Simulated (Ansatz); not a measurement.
Reaction (atomization): `CC[O][SbH][SiH3]` → 2 C• + 9 H• + O• + Sb• + Si•

Gas-phase electronic energies from Ansatz, PBE0-D4/def2-TZVP geometries. CBS: MP2 limit from def2 TZ/QZ plus the TZ coupled-cluster correction, frozen cores. This one scheme is used for every species, atoms too. Functionals use def2-TZVPP. No spin–orbit coupling; open shells (•) take unrestricted orbitals. Spin–orbit coupling would lower the free atoms: a little for C, O, Si. Elements past krypton have def2 core potentials. For Sb outer-core shells are correlated without core-valence functions, so the limit isn't a true one: a few kJ/mol of doubt a bond, and 10 to 20 or more in all where bonds break to atoms. Each species was taken in one conformer, which may not be the lowest.

`CC[O][SbH][SiH3]`:

```xyz
14

C     1.354    0.099    2.162
C     0.263    0.777    1.368
O    -0.136   -0.082    0.323
Sb   -1.720    0.458   -0.736
Si   -1.026   -1.151   -2.630
H     1.697    0.747    2.972
H     0.988   -0.834    2.593
H     2.205   -0.131    1.517
H    -0.585    1.018    2.028
H     0.634    1.730    0.960
H    -0.945    1.761   -1.560
H    -1.846   -0.848   -3.835
H    -1.297   -2.550   -2.211
H     0.414   -0.994   -2.952
```

```json
{"level": "r2SCAN", "ΔE (kJ/mol)": "4633.8"}
{"level": "MP2/CBS(def2)", "ΔE (kJ/mol)": "4660.9"}
```

Problem. What does CCSD(T)/CBS give? (An estimate is asked.)

Solution. Ansatz gave: +4657.2 kJ/mol. The listed levels differ from it by -23.4, 3.7 kJ/mol.

Largest T1 diagnostic among the species: 0.014.

In def2-TZVPP, CCSD(T) changes the Hartree–Fock value by +1194.1 kJ/mol (the triples alone add +64.4 kJ/mol) and MP2 by +1197.8 kJ/mol; breaking electron pairs costs correlation energy, which Hartree–Fock lacks. From PBE to PBE0 (25 % exact exchange), in def2-TZVPP and without D4, ΔE moves by −71.3 kJ/mol: exact exchange takes away binding that semilocal exchange gives to molecules.

For atomizations the MP2-based limit and the directly extrapolated one differ by several kJ/mol either way, and by 10 to 25 for some Ge, Se and Sn compounds, so smaller differences from it don't rank the levels.
